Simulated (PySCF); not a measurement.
**Computed and published core binding energies of `[BH3-][P+](F)(F)F`**

The experiment to reproduce (core binding energies): B 1s of B1 194.69 eV [1]; F 1s of F3/F4/F5 694.30 eV [1]. Sources and the comparison follow the method.

Species: BF₃H₃P.
SMILES with atom numbers: `[BH3-:1][P+:2]([F:3])([F:4])[F:5]`

Structure used (PBE0-D3(BJ)/def2-TZVP), in Å, numbered top down from 1:
```xyz
8
BF3H3P angstrom
B      1.0847   -0.1191    0.0437
P     -0.7385    0.0784   -0.0422
F     -1.5088   -0.7911   -1.0567
F     -1.2912    1.4721   -0.4036
F     -1.5510   -0.2128    1.2358
H      1.2181   -1.2803    0.3457
H      1.3993    0.6722    0.8998
H      1.4417    0.1611   -1.0748
```

Computed, not measured: delta-SCF UKS SCAN, pcX-3 on the ionised atom, pcseg-2 elsewhere, spin-free X2C in PySCF 2.14.0. These are vertical core ionisation energies against the vacuum level, from separate self-consistent calculations with and without the core hole.

```csv
atom,environment,level,this calculation (eV),reference (eV),difference (eV),source
B1,four-coordinate boron,B 1s,194.64,194.69,-0.05,[1]
F3/F4/F5,phosphorus-bound fluorine,F 1s,694.89,694.30,+0.59,[1]
```

[1] measured, gas; Beach, A photoelectron spectroscopic study of bonding in inorganic and organometallic compounds, PhD thesis, LBL 1985

**Question.** How far is it from the measured entries?

**Answer.** Over the 2 different measured values (2 distinct lines) the mean signed difference is +0.27 eV, the mean unsigned one 0.32 eV and the largest 0.59 eV. The calculation is vertical and has no vibrational structure, and measured positions depend on the energy calibration.

**Question.** What does the calculation give for the levels without a reference value here?

**Answer.** P2 P 1s 2156.34 eV.

The first atom of each set that the bonding makes equivalent was ionised and stands for the set. Not every level is listed. Geometry: PBE0-D3(BJ)/def2-TZVP; no solvent, vibrations or thermal averaging.
